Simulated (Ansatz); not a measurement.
Steps of a relaxation of CH4BClO2 (`COB(O)Cl`) with RKS PBE0-D4/def2-TZVP.

```sh
$ ansatz run in.yaml --threads 2 --pin off --events-out ev --progress --plain --max-ram 22528MiB --backend cuda --devices 0, --max-vram 18GiB
```

```yaml
crystal:
  periodic: [false, false, false]
  atoms:
    - {symbol: C, position_ang: [-1.267400, 0.295250, -0.463590]}
    - {symbol: O, position_ang: [-0.117240, 0.421610, 0.351800]}
    - {symbol: B, position_ang: [0.986210, -0.337100, 0.250390]}
    - {symbol: O, position_ang: [2.025680, -0.145160, 1.078420]}
    - {symbol: Cl, position_ang: [1.148860, -1.595490, -0.948250]}
    - {symbol: H, position_ang: [-1.867280, 1.190370, -0.305580]}
    - {symbol: H, position_ang: [-1.835430, -0.589710, -0.171820]}
    - {symbol: H, position_ang: [-0.991320, 0.207070, -1.516330]}
    - {symbol: H, position_ang: [1.917920, 0.553160, 1.724950]}
basis:
  gaussian: {orbitals: def2-TZVP}
hamiltonian: {xc: pbe0, dispersion: d4}
relax: {f_tol: 0.005, max_steps: 150}
```

Positions (Å) and forces (eV/Å) along the path, 14 of 14 steps:

```xyz
9
step=1 energy=-18391.2511 eV
C    -1.267    0.295   -0.464    0.208   -0.062    0.063
O    -0.117    0.422    0.352   -0.304    0.271    0.070
B     0.986   -0.337    0.250   -0.126    0.258    0.154
O     2.026   -0.145    1.078    0.577   -0.145    0.214
Cl    1.149   -1.595   -0.948    0.018   -0.447   -0.435
H    -1.867    1.190   -0.306   -0.049   -0.028   -0.047
H    -1.835   -0.590   -0.172   -0.081    0.002   -0.016
H    -0.991    0.207   -1.516   -0.049    0.035   -0.010
H     1.918    0.553    1.725   -0.194    0.117    0.007
9
step=2 energy=-18391.2637 eV
C    -1.264    0.295   -0.462    0.099   -0.031    0.019
O    -0.116    0.428    0.355   -0.120    0.131    0.010
B     0.992   -0.332    0.248   -0.110    0.147    0.195
O     2.034   -0.146    1.082    0.318   -0.102    0.054
Cl    1.140   -1.607   -0.952    0.017   -0.211   -0.231
H    -1.874    1.184   -0.308   -0.020   -0.001   -0.010
H    -1.834   -0.591   -0.175   -0.018   -0.006   -0.002
H    -0.991    0.214   -1.516   -0.013    0.010   -0.003
H     1.913    0.555    1.726   -0.152    0.061   -0.032
9
step=3 energy=-18391.2668 eV
C    -1.257    0.295   -0.458   -0.070   -0.003   -0.016
O    -0.116    0.435    0.366    0.061   -0.120    0.037
B     0.983   -0.347    0.268    0.091    0.220   -0.124
O     2.045   -0.147    1.084   -0.060   -0.097    0.002
Cl    1.132   -1.607   -0.972   -0.029    0.024    0.125
H    -1.875    1.180   -0.315    0.016    0.009    0.023
H    -1.832   -0.590   -0.175    0.026    0.000   -0.002
H    -0.982    0.214   -1.511    0.024   -0.008    0.008
H     1.901    0.566    1.714   -0.060   -0.026   -0.053
9
step=4 energy=-18391.2704 eV
C    -1.255    0.296   -0.458   -0.062    0.004   -0.020
O    -0.113    0.439    0.363    0.106   -0.037   -0.022
B     0.992   -0.331    0.253   -0.035   -0.040    0.051
O     2.044   -0.149    1.084   -0.023   -0.005   -0.051
Cl    1.121   -1.623   -0.957    0.002    0.092    0.067
H    -1.881    1.175   -0.304    0.013   -0.002    0.011
H    -1.820   -0.598   -0.182    0.023    0.005   -0.004
H    -0.981    0.228   -1.513    0.006   -0.003    0.006
H     1.893    0.563    1.714   -0.031   -0.014   -0.037
9
step=5 energy=-18391.2717 eV
C    -1.253    0.300   -0.462    0.052    0.006    0.006
O    -0.104    0.450    0.352   -0.041    0.002   -0.018
B     0.988   -0.338    0.258    0.056   -0.006    0.043
O     2.043   -0.151    1.085   -0.036   -0.029   -0.051
Cl    1.108   -1.643   -0.931   -0.008    0.005    0.000
H    -1.895    1.161   -0.279   -0.002    0.008    0.010
H    -1.792   -0.614   -0.203   -0.007   -0.014    0.001
H    -0.985    0.264   -1.519   -0.005    0.001   -0.003
H     1.890    0.571    1.700   -0.009    0.026    0.012
9
step=6 energy=-18391.2721 eV
C    -1.250    0.302   -0.465   -0.015    0.013    0.027
O    -0.103    0.451    0.350    0.044   -0.027   -0.015
B     0.986   -0.343    0.263   -0.045    0.007   -0.019
O     2.042   -0.152    1.085    0.019    0.020    0.027
Cl    1.095   -1.661   -0.913   -0.005    0.003    0.004
H    -1.901    1.150   -0.259   -0.015   -0.008   -0.012
H    -1.776   -0.625   -0.225   -0.002    0.000   -0.005
H    -0.987    0.294   -1.525    0.016    0.004    0.003
H     1.892    0.583    1.688    0.003   -0.012   -0.009
9
step=7 energy=-18391.2723 eV
C    -1.248    0.304   -0.467   -0.013    0.002    0.008
O    -0.099    0.456    0.347    0.012   -0.013   -0.006
B     0.984   -0.347    0.267   -0.033    0.009   -0.022
O     2.042   -0.152    1.085    0.011    0.030    0.034
Cl    1.082   -1.676   -0.897   -0.001   -0.010   -0.003
H    -1.911    1.139   -0.244    0.005   -0.023   -0.013
H    -1.759   -0.635   -0.243    0.006    0.022   -0.010
H    -0.985    0.320   -1.527   -0.003    0.004    0.020
H     1.894    0.591    1.679    0.015   -0.020   -0.009
9
step=8 energy=-18391.2724 eV
C    -1.246    0.306   -0.468   -0.011   -0.004   -0.005
O    -0.098    0.457    0.345   -0.006   -0.003   -0.002
B     0.983   -0.349    0.269   -0.015    0.010   -0.010
O     2.043   -0.151    1.085    0.000    0.024    0.024
Cl    1.074   -1.687   -0.885    0.001   -0.012   -0.005
H    -1.918    1.131   -0.234    0.013   -0.021   -0.007
H    -1.750   -0.642   -0.257    0.010    0.024   -0.008
H    -0.985    0.338   -1.528   -0.008    0.002    0.022
H     1.897    0.597    1.673    0.016   -0.019   -0.008
9
step=9 energy=-18391.2726 eV
C    -1.245    0.308   -0.470   -0.013   -0.007   -0.015
O    -0.097    0.459    0.344   -0.010    0.002   -0.001
B     0.980   -0.352    0.272    0.006    0.008    0.005
O     2.044   -0.150    1.084   -0.012    0.010    0.004
Cl    1.064   -1.702   -0.868    0.002   -0.004    0.000
H    -1.927    1.121   -0.221    0.016   -0.016   -0.003
H    -1.737   -0.649   -0.277    0.011    0.020   -0.005
H    -0.985    0.363   -1.529   -0.009    0.000    0.022
H     1.904    0.604    1.665    0.010   -0.014   -0.007
9
step=10 energy=-18391.2726 eV
C    -1.245    0.309   -0.471   -0.009   -0.003   -0.011
O    -0.096    0.461    0.342   -0.005    0.008   -0.009
B     0.979   -0.352    0.273    0.000   -0.011    0.027
O     2.043   -0.150    1.084   -0.006    0.008   -0.010
Cl    1.057   -1.712   -0.856    0.003    0.001   -0.007
H    -1.933    1.113   -0.212    0.012   -0.014   -0.004
H    -1.727   -0.655   -0.290    0.008    0.016   -0.004
H    -0.986    0.380   -1.531   -0.007   -0.001    0.018
H     1.908    0.607    1.661    0.005   -0.004   -0.001
9
step=11 energy=-18391.2720 eV rejected
C    -1.242    0.314   -0.478   -0.041    0.002   -0.025
O    -0.094    0.468    0.335   -0.010   -0.023    0.005
B     0.970   -0.362    0.288    0.067    0.040   -0.026
O     2.044   -0.150    1.083   -0.029   -0.030   -0.008
Cl    1.032   -1.747   -0.813   -0.014    0.006    0.022
H    -1.955    1.083   -0.179    0.041   -0.051   -0.024
H    -1.692   -0.674   -0.339    0.021    0.062   -0.013
H    -0.991    0.443   -1.536   -0.020   -0.012    0.070
H     1.928    0.625    1.640   -0.014    0.005   -0.001
9
step=12 energy=-18391.2727 eV
C    -1.244    0.310   -0.473   -0.005   -0.001   -0.005
O    -0.096    0.462    0.340   -0.005    0.001   -0.003
B     0.978   -0.354    0.276    0.010    0.001    0.008
O     2.044   -0.150    1.083   -0.007   -0.003   -0.006
Cl    1.053   -1.718   -0.849   -0.002    0.000   -0.001
H    -1.937    1.108   -0.207    0.007   -0.007   -0.002
H    -1.721   -0.657   -0.298    0.004    0.008   -0.002
H    -0.988    0.390   -1.531   -0.003   -0.001    0.010
H     1.912    0.610    1.658    0.000    0.002    0.001
9
step=13 energy=-18391.2727 eV
C    -1.244    0.310   -0.473   -0.001    0.000   -0.001
O    -0.096    0.463    0.340   -0.003    0.000   -0.002
B     0.977   -0.354    0.277    0.008    0.002    0.004
O     2.043   -0.150    1.084   -0.004   -0.003   -0.004
Cl    1.052   -1.718   -0.848   -0.002    0.000   -0.001
H    -1.937    1.107   -0.206    0.003   -0.003   -0.001
H    -1.720   -0.658   -0.299    0.001    0.003   -0.001
H    -0.988    0.391   -1.532   -0.001    0.000    0.005
H     1.913    0.610    1.657   -0.001    0.002    0.002
9
step=14 energy=-18391.2727 eV
C    -1.244    0.310   -0.473    0.001    0.000    0.001
O    -0.096    0.463    0.340   -0.001    0.000   -0.001
B     0.977   -0.354    0.277    0.004    0.001    0.002
O     2.043   -0.150    1.084   -0.002   -0.002   -0.002
Cl    1.051   -1.719   -0.847   -0.001    0.000   -0.001
H    -1.937    1.106   -0.206    0.000    0.000    0.000
H    -1.720   -0.658   -0.300    0.000    0.000    0.000
H    -0.988    0.392   -1.531    0.000    0.000    0.000
H     1.913    0.610    1.657   -0.001    0.002    0.001
```

Run time 18 s (2 threads of an AMD EPYC 7R13 on a shared host and a share of an NVIDIA H100 80 GB); peak host memory 0.88 GiB.
